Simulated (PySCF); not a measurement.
**Cl⁺: excitation energy**

Cl⁺ [Ne] 3s2 3p4 (3P) → Cl⁺ [Ne] 3s2 3p3 4s1 (5S), as a difference of total energies. Calculation: PySCF 2.14, in aug-cc-pCVTZ-DK (8s7p5d3f, 75 functions); scalar relativity by spin-free X2C-1e. Correlated levels: valence and next inner shell: 1s2 frozen. The calculations carry no spin-orbit coupling.

| method | excitation energy (cm⁻¹) | error (cm⁻¹) |
| --- | --- | --- |
| UHF | 101830 | -5707 |
| MP2 (valence and next inner shell) | 104970 | -2568 |
| SCS-MP2 (valence and next inner shell) | 106760 | -776 |
| CCSD (valence and next inner shell) | 106060 | -1481 |
| CCSD(T) (valence and next inner shell) | 106020 | -1514 |

Reference: 107540 cm⁻¹ (measured; NIST levels, between the centres of gravity of the two terms).

Errors of the correlated levels include the incompleteness of this basis and the frozen core.
